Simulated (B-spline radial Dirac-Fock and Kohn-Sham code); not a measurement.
Model: multi-electron Dirac-Fock with separately optimised hole states, Breit and Lamb-shift corrections added in first order. Program: a radial atomic solver. Free neutral atoms.

Q: Order these X-ray lines by photon energy, lowest first.
A. Co Lℓ
B. Ni Lβ6
C. Cu Lβ4
D. Cs Mγ
E. Ga Lα1
F. Se Lβ1

A: A (674.7 eV), B (861.7 eV), D (925.9 eV), C (1020.7 eV), E (1100.1 eV), F (1421.4 eV).

Values without a named source are computed, but for edge energies of neutral atoms, which are taken from tables.
